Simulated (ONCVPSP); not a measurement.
How hard is this tin (Sn) ONCV potential?

* Element: tin (Sn)
* Generator: ONCVPSP 4.0.1
* Type: optimised norm-conserving Vanderbilt (ONCV)
* Functional: LDA (Perdew-Wang 92)
* Relativity: scalar-relativistic
* Frozen core: [Ar] 3d10
* Valence charge: 22
* Reference configuration: 4s2 4p6 4d10 5s2 5p2
* Partial waves: 4s+5s: rc 1.45 bohr, ncon 4, nbas 7, qcut 8.8 1/bohr, 2 projectors; 4p+5p: rc 1.60 bohr, ncon 4, nbas 9, qcut 9.8 1/bohr, 2 projectors; 4d: rc 1.65 bohr, ncon 5, nbas 10, qcut 7.7 1/bohr, 2 projectors, debl 2.9 Ha
* Local potential: polynomial inside 1.25 bohr (lpopt 4, dvloc0 0 Ha)
* Core correction: Teter function, fcfact 3.5, rcfact 1.65

Q: For each optimised wave give the share of its norm inside rc, the residual kinetic energy above qcut (Ha) and the cutoffs (Ha) for errors of 10, 1, 0.1 and 0.01 mHa per electron.

A:

| wave | norm inside rc | residual KE | 10 mHa | 1 mHa | 0.1 mHa | 0.01 mHa |
| --- | --- | --- | --- | --- | --- | --- |
| 4s | 0.975 | 2.3e-06 | 20.1 | 27.1 | 32.3 | 36.0 |
| 5s | 0.103 | 9.5e-06 | 18.0 | 27.2 | 33.4 | 39.1 |
| 4p | 0.973 | 2.8e-09 | 20.3 | 25.8 | 30.8 | 35.2 |
| 5p | 0.058 | 1.8e-08 | 14.3 | 20.0 | 24.6 | 28.4 |
| 4d | 0.883 | 8.5e-04 | 24.4 | 29.8 | 114.2 | 139.6 |
| d projector 2 | 0.101 | 1.0e-03 | 24.0 | 29.9 | 68.9 | 156.3 |

The occupied waves need 30 Ha and 114 Ha for 1 and 0.1 mHa. 1 of 4 tests not solved or not reliable.
